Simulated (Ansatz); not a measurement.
WN(OH)3 (WNO₃H₃). The state is a singlet with charge 0. Geometry r2SCAN-D4/def2-SVP, basis def2-TZVP, Ansatz.

| run | HOMO (eV) | LUMO (eV) |
| --- | --- | --- |
| A | -8.32 | -0.94 |
| B | -6.94 | -2.05 |
| C | -8.07 | -1.20 |
| D | -8.56 | -0.87 |
| E | -6.77 | -1.78 |
| F | -10.68 | 1.04 |

In the def2 sets W takes a core potential; there is no spin–orbit coupling. B3LYP takes the VWN-RPA correlation.

Problem. The runs used B3LYP, LDA (SPW92), PBE, PBE0, r2SCAN0, ωB97M-V. Estimate which is which.

Solution. A PBE0 (25 % exact exchange); B LDA (SPW92) (0 % exact exchange); C B3LYP (20 % exact exchange); D r2SCAN0 (25 % exact exchange); E PBE (0 % exact exchange); F ωB97M-V (range-separated). Exact exchange lowers occupied and raises empty levels; among semilocal functionals meta-GGAs tend to open the gap a little, and such runs are hard to tell apart. The gap grows from 4.89 eV (LDA (SPW92)) to 11.72 eV (ωB97M-V). The restricted singlet is unstable towards broken spin symmetry in Hartree–Fock (as tested in another run); at PBE0-D4/def2-TZVP, LDA (SPW92)/def2-TZVP, B3LYP-D4/def2-TZVP, r2SCAN0-D4/def2-TZVP and others this wasn't settled.
